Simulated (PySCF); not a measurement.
# Two probes of the same atoms: core binding energy and nuclear shielding

Compound: propyl acetate, C5H10O2.
Structure used (PBE0-D3(BJ)/def2-SVP), in Å, numbered top down from 1:
```xyz
17
C5H10O2 angstrom
C     -2.680   -0.424    0.017
C     -1.196   -0.694    0.204
C     -0.433    0.561    0.580
O      0.942    0.291    0.838
C      1.761    0.253   -0.223
C      3.176   -0.018    0.197
O      1.396    0.440   -1.354
H     -2.856    0.310   -0.784
H     -3.220   -1.343   -0.253
H     -3.139   -0.028    0.937
H     -1.037   -1.451    0.990
H     -0.764   -1.098   -0.725
H     -0.822    0.992    1.515
H     -0.511    1.314   -0.220
H      3.768   -0.315   -0.676
H      3.605    0.900    0.627
H      3.210   -0.793    0.975
```

Binding energies: delta-SCF UKS SCAN, pcX-2 on the ionised atom, pcseg-1 elsewhere, spin-free X2C (PySCF). Shieldings: GIAO CAM-B3LYP/pcSseg-1, non-relativistic, same geometry.

| atom | isotropic shielding (ppm) |
| --- | --- |
| C1 | 171.8 |
| C2 | 157.9 |
| C3 | 114.8 |
| C5 | 4.2 |
| C6 | 159.9 |

Question: What are the C 1s binding energies of these atoms?

Answer: 
| atom | environment | C 1s (eV) | isotropic shielding (ppm) |
| --- | --- | --- | --- |
| C2 | chain CH2 carbon | 290.74 | 157.9 |
| C1 | methyl carbon | 290.80 | 171.8 |
| C6 | methyl carbon next to a carbonyl | 291.24 | 159.9 |
| C3 | sp3 carbon bound to oxygen | 292.21 | 114.8 |
| C5 | ester carbonyl carbon | 294.46 | 4.2 |

Question: Among the listed atoms, is the one with the highest binding energy also the least shielded?

Answer: Yes: C5 has both (294.46 eV, 4.2 ppm).

By binding energy: C2 < C1 < C6 < C3 < C5. By shielding: C5 < C3 < C2 < C6 < C1.

Isolated species at its PBE0-D3(BJ)/def2-SVP geometry (one conformer only).
